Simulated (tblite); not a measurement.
Compound: C2H7ClSi2.
InChI=1S/C2H7ClSi2/c3-2-4-1-5-2/h2H,1,4-5H2

Method: GFN2-xTB as coded in tblite; computed harmonic values from a numerical Hessian at the method's own geometry, unscaled. Against measured fundamentals such values can be off by several per cent, at times by over 20. Modes of hydrogen on silicon can be 10 to 20 % off.

Harmonic wavenumbers (cm⁻¹): 42.0, 175.2, 194.1, 342.6, 427.2, 443.7, 468.3, 483.7, 585.1, 585.6, 639.4, 677.4, 689.5, 701.9, 747.5, 759.1, 778.1, 817.6, 930.9, 1014.8, 1085.9, 1170.3, 1460.7, 2254.1, 2258.9, 2300.6, 2304.4, 2953.1, 3010.5, 3021.0.

A = 3438, B = 1911, C = 1340 MHz; mass 121.977 u (most abundant isotopes); point group Cs, symmetry number 1.

Problem. What is the zero-point energy?

Solution. ½Σν̃ = 16662 cm⁻¹ = 47.64 kcal/mol.

Problem. What is S at 273.15 K and 1 bar for an ideal gas of classical rigid rotors and harmonic oscillators?

Solution. Translation 39.90, rotation 27.73, vibration 15.72: S = 83.4 cal/(mol K).

Problem. And Cp and H(273.15 K) − H(0)?

Solution. Cp = 28.46 cal/(mol K), of which vibrations give 20.51 (their classical limit is 30 R = 59.6); H(273.15 K) − H(0) = 4.60 kcal/mol without the zero-point energy, 2.43 from vibrations.

Problem. What must be added to the electronic energy to get the Gibbs energy at 273.15 K and 1 bar?

Solution. ZPE + [H(273.15 K) − H(0)] − T·S = 47.64 + 4.60 − 22.77 = 29.47 kcal/mol.

Problem. Blend soft modes into free rotors: weight 1/[1 + (100 cm⁻¹/ν̃)⁴] for the oscillator and the rest for a rotor with moment μB/(μ + B), μ = h/(8π²ν), B = 10⁻⁴⁴ kg m². What vibrational entropy results?

Solution. 14.42 cal/(mol K) in place of 15.72, which changes −T·S at 273.15 K by +0.36 kcal/mol.

Hindered rotation and anharmonicity are outside this model.

Time: 0.37 s of wall time. Hardware: one thread, Arm Neoverse V1 (aarch64), shared host with 32 logical CPUs at a one-minute load of 8.8. This covers the Hessian and the dipole derivatives.
